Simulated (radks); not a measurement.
Question: These are the eigenvalues of the occupied orbitals of an atom or ion with whole-number occupations (eV). Method: non-relativistic Kohn-Sham, LB94 model potential, spin-polarised, spherical densities, point nucleus; computed with a radial shooting solver on a logarithmic mesh with Libxc functionals.

orbital  eigenvalue
1s up     -58149.04
1s down   -58144.09
2s down   -12947.71
2s up     -12946.21
2p down   -12618.05
2p up     -12617.67
3s up     -5474.803

Which element is it, and in what charge state? The configuration may be excited. Open shells, if any, are filled with parallel spins first.

Answer: Z = 68, erbium, charge +57: Er57+ in [Ne] 3s1. The list shows which subshells hold electrons but not how many an open one holds; the 1s level, -2136.9 hartree, gives Z - s = 65.4 by -(Z - s)^2/2, which with screening narrows Z to a few neighbours, and the depths of the outer levels then fix element, charge and occupations together.
